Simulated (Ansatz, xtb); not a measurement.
**C5H12OS: which of two isomers lies lower**

Structure a is `CSC[C@H](C)CO`, a singlet and structure b is `CS[C@H](C)CCO`, a singlet. Both are isolated molecules in the gas phase, relaxed with B3LYP/def2-SVP; the shapes shown needn't be the lowest conformers.

a (Å):

```csv
atom,x (Å),y (Å),z (Å)
C,-0.4024,0.6204,2.1542
C,0.0111,0.8198,-0.6440
C,0.8325,-0.4748,-0.7860
C,1.7021,-0.3850,-2.0479
C,-0.0530,-1.7349,-0.8056
O,-1.1043,-1.6580,-1.7459
S,-1.3327,0.8374,0.6028
H,-1.1321,0.7062,2.9721
H,0.3534,1.4123,2.2731
H,0.0820,-0.3654,2.2183
H,0.6783,1.6787,-0.4633
H,-0.5207,1.0213,-1.5878
H,1.4991,-0.5653,0.0919
H,2.4124,-1.2257,-2.1005
H,2.2853,0.5498,-2.0780
H,1.0668,-0.4237,-2.9474
H,-0.4452,-1.9300,0.2095
H,0.5673,-2.6040,-1.0833
H,-1.8124,-1.1464,-1.3292
```

b (Å):

```xyz
19

C     0.8754   -1.1153    1.9320
C     0.7045    0.8001   -0.2140
C     2.0792    0.4928   -0.8110
C     0.7445    1.9794    0.7698
C    -0.5990    2.4366    1.3496
O    -1.1436    1.5651    2.3138
S    -0.1120   -0.7350    0.4445
H     0.7202   -0.3537    2.7090
H     0.5066   -2.0835    2.3000
H     1.9449   -1.2175    1.6975
H     0.0137    1.0596   -1.0358
H     2.4866    1.3842   -1.3173
H     2.0199   -0.3255   -1.5437
H     2.8018    0.2022   -0.0314
H     1.4341    1.7545    1.6023
H     1.1922    2.8339    0.2291
H    -0.4522    3.4064    1.8530
H    -1.3113    2.6210    0.5161
H    -1.3100    0.7204    1.8604
```

Q: Estimate which is lower in electronic energy at CCSD(T)/def2-SVP + ΔMP2/def2-TZVPP, and by roughly how much.

A: Too close to call at this level: CCSD(T)/def2-SVP + ΔMP2/def2-TZVPP gives E(b) − E(a) = −0.61 kcal/mol.

The same difference at several levels:

```csv
level,geometry,E(b) − E(a) (kcal/mol),departure from the last row (kcal/mol),"job, with rough time for the two"
GFN2-xTB,GFN2-xTB,−0.98,−0.37,"optimisation, 0.19 s"
HF/STO-3G,GFN2-xTB,−0.04,+0.57,"single point, 0.5 s"
r2SCAN-D4/def2-SVP,GFN2-xTB,−2.90,−2.29,"single point, 5.3 s"
B3LYP/def2-SVP,B3LYP/def2-SVP,−2.43,−1.82,"optimisation, 68 s"
HF/def2-SVP,B3LYP/def2-SVP,−0.32,+0.29,part of the CCSD(T) run
MP2/def2-SVP,B3LYP/def2-SVP,−1.59,−0.98,part of the CCSD(T) run
CCSD(T)/def2-SVP,B3LYP/def2-SVP,−1.47,−0.86,single point
CCSD(T)/def2-SVP + ΔMP2/def2-TZVPP,B3LYP/def2-SVP,−0.61,,"single point, 2.4 min"
```

As drawn, both hold the same kinds of bond in the same numbers.

The largest departure from CCSD(T)/def2-SVP + ΔMP2/def2-TZVPP is that of r2SCAN-D4/def2-SVP, 2.29 kcal/mol. The last row adds to CCSD(T) the change of the MP2 difference between the two basis sets, here +0.86 kcal/mol.

With thermal terms from frequencies at re-optimised GFN2-xTB minima (ideal gas, soft modes damped towards free rotors, one conformer each, 298.15 K, 1 atm): on the last row, ΔE + ΔZPE = −0.58, ΔH = −0.71, ΔG = −0.29 kcal/mol.

The correlated steps freeze 11 core orbitals. Run with Ansatz 0.2.0, xtb 6.7.1; the last row on 4 threads of Arm Neoverse V1 on a shared host.
